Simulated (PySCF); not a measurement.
PySCF input (M06-2X/6-311+G**):

```python
from pyscf import gto, dft

mol = gto.M(
    atom='''
    C     1.36656412   -0.18415937   -0.09598662
    C     0.06593869   -0.00888596   -0.00463149
    F    -0.83029842   -0.97785241    0.07898218
    F    -0.54605565    1.16333108    0.01769207
    H     2.01907743    0.67097753   -0.15970021
    H     1.77309228   -1.18201362   -0.10665944
    ''',
    basis='6-311+g**',
    charge=0,
    spin=0,
    verbose=4,
)

mf = dft.RKS(mol, xc='m062x')
mf.grids.level = 4
mf.conv_tol = 1e-9
mf.max_cycle = 100
mf.max_memory = 1500
mf.kernel()
if not mf.converged:
    mf = mf.newton()
    mf.kernel(mf.make_rdm1())
mf.dip_moment()
```

From the output:

```
atomic radii adjust function: <function treutler_atomic_radii_adjust>
small_rho_cutoff = 0
Set gradient conv threshold to 3.16228e-05
Initial guess from minao.
tot grids = 146304
init E= -277.638938923078
  HOMO = -0.276236254160427  LUMO = 0.00786004083176823  gap/eV = 7.73065
cycle= 1 E= -276.96565710552  delta_E= 0.673  |g|= 0.675  |ddm|= 1.99
  HOMO = -0.355670458195632  LUMO = -0.00421126016470253  gap/eV = 9.56369
cycle= 2 E= -276.94214383125  delta_E= 0.0235  |g|= 0.801  |ddm|= 0.844
  HOMO = -0.340044277968779  LUMO = 0.0169288844418064  gap/eV = 9.71373
cycle= 3 E= -277.051600056908  delta_E= -0.109  |g|= 0.031  |ddm|= 0.446
  HOMO = -0.340511331848045  LUMO = 0.0178192061430651  gap/eV = 9.75067
cycle= 4 E= -277.051823659355  delta_E= -0.000224  |g|= 0.0194  |ddm|= 0.0413
  HOMO = -0.340730382377934  LUMO = 0.0178074308382347  gap/eV = 9.75631
cycle= 5 E= -277.051899449888  delta_E= -7.58e-05  |g|= 0.00769  |ddm|= 0.0167
  HOMO = -0.340350554431282  LUMO = 0.0178261945733981  gap/eV = 9.74649
cycle= 6 E= -277.051910612507  delta_E= -1.12e-05  |g|= 0.00105  |ddm|= 0.0057
  HOMO = -0.340481485468423  LUMO = 0.0178088780539919  gap/eV = 9.74958
cycle= 7 E= -277.051910924071  delta_E= -3.12e-07  |g|= 0.000251  |ddm|= 0.00137
  HOMO = -0.340415913966307  LUMO = 0.0178153298848314  gap/eV = 9.74797
cycle= 8 E= -277.05191094124  delta_E= -1.72e-08  |g|= 7.48e-05  |ddm|= 0.000315
  HOMO = -0.340431391111377  LUMO = 0.0178136406428965  gap/eV = 9.74834
cycle= 9 E= -277.051910942791  delta_E= -1.55e-09  |g|= 1.3e-05  |ddm|= 9e-05
  HOMO = -0.340430572420761  LUMO = 0.0178137858688847  gap/eV = 9.74833
cycle= 10 E= -277.05191094284  delta_E= -4.93e-11  |g|= 1.6e-06  |ddm|= 1.64e-05
  HOMO = -0.34043074108131  LUMO = 0.0178137582451237  gap/eV = 9.74833
Extra cycle  E= -277.051910942841  delta_E= -5.12e-13  |g|= 1.01e-06  |ddm|= 2.7e-06
converged SCF energy = -277.051910942841
Dipole moment(X, Y, Z, Debye):  1.54153, -0.20777, -0.10828
```

The geometry given is a B3LYP-D3(BJ)/def2-TZVP minimum.
